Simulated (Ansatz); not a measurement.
Program: Ansatz. Geometries: PBE0-D4/def2-TZVP. ΔE: electronic, gas phase. CBS: MP2 limit from def2 TZ/QZ plus the TZ coupled-cluster correction, frozen cores. Functionals use def2-TZVPP. B3LYP here is the variant with VWN-RPA as its local correlation; programs differ in this. For Ge outer-core shells are correlated without core-valence functions, which leaves a few kJ/mol of doubt a bond. Scalar relativity is left out up to krypton. One conformer a species, not always the lowest.

Reaction (formal exchange of groups at a Ge–Ge bond): `[F][GeH2][GeH3]` + `[SiH3]S` → `[F][GeH2][SiH2]S` + GeH₄

`[F][GeH2][GeH3]`:

Z-matrix (Å, degrees):
```
Ge
Ge 1 2.424
F 1 1.750 2 106.5
H 1 1.539 2 114.0 3 -115.9
H 1 1.539 2 114.0 3 115.9
H 2 1.537 1 109.0 3 179.5
H 2 1.534 1 109.7 3 59.9
H 2 1.534 1 109.8 3 -60.8
```

`[SiH3]S`:

Cartesian coordinates in Å:
```
Si 0.401 0.335 -0.077
S -1.579 -0.271 0.452
H 1.420 -0.306 0.793
H 0.415 1.803 0.123
H 0.711 0.013 -1.493
H -1.368 -1.574 0.202
```

`[F][GeH2][SiH2]S`:

Z-matrix (Å, degrees):
```
Ge
Si 1 2.389
F 1 1.748 2 106.9
H 1 1.541 2 113.2 3 115.8
H 1 1.540 2 114.7 3 -116.5
S 2 2.137 1 111.5 3 -65.3
H 2 1.489 1 108.5 3 170.8
H 2 1.483 1 110.0 3 51.1
H 6 1.344 2 94.8 1 -58.6
```

GeH₄:

Cartesian coordinates in Å:
```
Ge 0.000 0.000 0.000
H 1.237 0.799 0.431
H 0.382 -1.474 -0.184
H -0.533 0.559 -1.325
H -1.086 0.116 1.078
```

(1) Is it downhill or uphill in electronic energy at CCSD(T)/CBS, and by how much? (Best estimate.)

(2) What do these levels give: B3LYP-D4, PBE0, HF/def2-TZVPP, CCSD(T)/def2-TZVPP, MP2/def2-QZVPP, CCSD/CBS(def2)? (Best estimate.)

Largest T1 diagnostic among the species: 0.012.

Results:

(1) Computed: Uphill: ΔE = +16.7 kJ/mol.

(2) Computed: B3LYP-D4 15.3, PBE0 15.2, HF/def2-TZVPP 21.6, CCSD(T)/def2-TZVPP 17.3, MP2/def2-QZVPP 18.9, CCSD/CBS(def2) 18.0 kJ/mol.

The D4 term adds −3.7 kJ/mol with B3LYP and −2.2 kJ/mol with PBE0; it sums over pairs of atoms, weighted by their polarisabilities, and B3LYP, whose exchange is more repulsive, gets the larger term.
